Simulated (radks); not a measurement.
Results of a calculation; reference values are marked as such.
How relativity changes the ionisation of neutral promethium ([Xe] 4f5 6s2) to Pm+ ([Xe] 4f5 6s1). Spin-unpolarised spherical Kohn-Sham, PBEsol, point nucleus unless stated (finite: rms radius 4.962 fm), a radial shooting solver on a logarithmic mesh with Libxc functionals. A level marked "c x" has the speed of light scaled by that factor and shares open shells by 2j + 1; other Dirac levels either fill j = l - 1/2 first or share by 2j + 1.

level,E(Pm) (hartree),E(Pm+) (hartree),IE (eV),HOMO,<r> HOMO (bohr)
non-rel.,-9654.4367,-9654.2321,5.569,6s,4.600
scalar-rel.,-10016.9697,-10016.7532,5.892,4f,1.068
"scalar-rel., finite nucleus",-10016.3795,-10016.1630,5.891,4f,1.068
"Dirac, 2j+1 shares",-10023.5243,-10023.3077,5.893,4f7/2,1.080
"Dirac, low j first",-10023.5734,-10023.3571,5.886,4f5/2,1.063
"Dirac, 2j+1 shares, finite nucleus",-10022.9310,-10022.7144,5.893,4f7/2,1.080
"Dirac, c x 0.85",-10188.0418,-10187.8186,6.073,4f7/2,1.136
"Dirac, c x 3",-9691.9166,-9691.7108,5.598,6s1/2,4.576
"Dirac, c x 100",-9654.4701,-9654.2654,5.569,6s1/2,4.600

NIST Atomic Spectra Database: 5.582 eV (measured). The relativistic part of the total energy of Pm is -368.5 hartree (Dirac, 2j+1 shares, finite nucleus), 3.8 % of the non-relativistic value. Spin polarisation and multiplet splitting of open shells are left out at every level.

Beside tabulated values, note that relativity, absent from the non-relativistic runs, is large for the heavy elements, and spin-unpolarised runs miss the spin-polarisation part of the exchange energy of open shells.
